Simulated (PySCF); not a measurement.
## Electronic structure of Ge⁺ (germanium, charge +1) at the B2PLYP level

Configuration: [Ar] 3d10 4s2 4p1, 2P determinant. Calculation: PySCF 2.14, in aug-cc-pVDZ-PP with ECP10MDF (5s4p3d, 32 functions); a scalar-relativistic core potential.

```
Total energy, PT2 part included                               : -293.8466 hartree
One-electron energy                                           : -515.3817 hartree
Hartree (Coulomb) energy                                      : 245.7565 hartree
Exchange-correlation energy                                   : -24.2106 hartree
PT2 correlation before scaling by 0.27                        : -0.04015 hartree
⟨S²⟩                                                          : 0.7542
⟨L²⟩                                                          : 2.013
Sum of ⟨r⟩                                                    : 19.12 bohr
Sum of ⟨r²⟩                                                   : 27.93 bohr²
Traceless quadrupole moment −½Σ⟨3z² − r²⟩ along its main axis : -3.07 e·bohr²
```

```json
{"shell": "3s α", "electrons": "1", "mean orbital energy (hartree)": "-7.09255", "spread (hartree)": "0", "rms radius, mean of both spins (bohr)": "0.671"}
{"shell": "3s β", "electrons": "1", "mean orbital energy (hartree)": "-7.08879", "spread (hartree)": "0", "rms radius, mean of both spins (bohr)": "0.671"}
{"shell": "3p α", "electrons": "3", "mean orbital energy (hartree)": "-5.11892", "spread (hartree)": "0.00717", "rms radius, mean of both spins (bohr)": "0.703"}
{"shell": "3p β", "electrons": "3", "mean orbital energy (hartree)": "-5.11465", "spread (hartree)": "0.01774", "rms radius, mean of both spins (bohr)": "0.703"}
{"shell": "3d α", "electrons": "5", "mean orbital energy (hartree)": "-1.70416", "spread (hartree)": "0.01159", "rms radius, mean of both spins (bohr)": "0.814"}
{"shell": "3d β", "electrons": "5", "mean orbital energy (hartree)": "-1.70038", "spread (hartree)": "0.01842", "rms radius, mean of both spins (bohr)": "0.814"}
{"shell": "4s α", "electrons": "1", "mean orbital energy (hartree)": "-0.83178", "spread (hartree)": "0", "rms radius, mean of both spins (bohr)": "2.21"}
{"shell": "4s β", "electrons": "1", "mean orbital energy (hartree)": "-0.77915", "spread (hartree)": "0", "rms radius, mean of both spins (bohr)": "2.21"}
{"shell": "4p α", "electrons": "1", "mean orbital energy (hartree)": "-0.50310", "spread (hartree)": "0", "rms radius, mean of both spins (bohr)": "2.77"}
```

Energies and moments cover only the electrons outside the core potential.

The orbital energies are those of the SCF part of the double hybrid.
